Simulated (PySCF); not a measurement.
H3OSi, SMILES [O][SiH3], multiplicity 2. Atoms are numbered in the order given.

```xyz
5

O      1.1836    -0.0267     0.0000
Si    -0.4742    -0.0013     0.0000
H     -0.7218     1.4692     0.0000
H     -1.0542    -0.6187    -1.2149
H     -1.0542    -0.6187     1.2149
```
Charge 0, spin multiplicity 2.

Coordinates come from a B3LYP-D3(BJ)/def2-TZVP optimisation. The isomer is the one that the SMILES or the coordinates give; other isomers of the formula were not compared.

Computed with PBE0/pcH-1 run with PySCF.

Unrestricted Kohn–Sham, ⟨S²⟩ = 0.754. Hyperfine tensors hold the contact and dipolar terms, without spin-orbit corrections.

Computed hyperfine couplings:
```tsv
nucleus	A(iso) (MHz)	A(iso) (G)	dipolar principal values (MHz)
17O no. 1	-32.6	-11.6	-262.2, 130.7, 131.5
29Si no. 2	59.6	21.3	-3.0, -2.0, 5.0
1H no. 3	180.4	64.4	-5.3, -0.7, 6.1
1H no. 4	28.9	10.3	-3.8, -2.8, 6.6
1H no. 5	28.9	10.3	-3.8, -2.8, 6.6
```

Task: And the g tensor (effective nuclear charges for spin-orbit coupling, GIAO)? (Estimate from the structure and the level; the computed values follow.)

Result: principal values 2.0021, 2.0143, 2.0478; isotropic 2.0214.
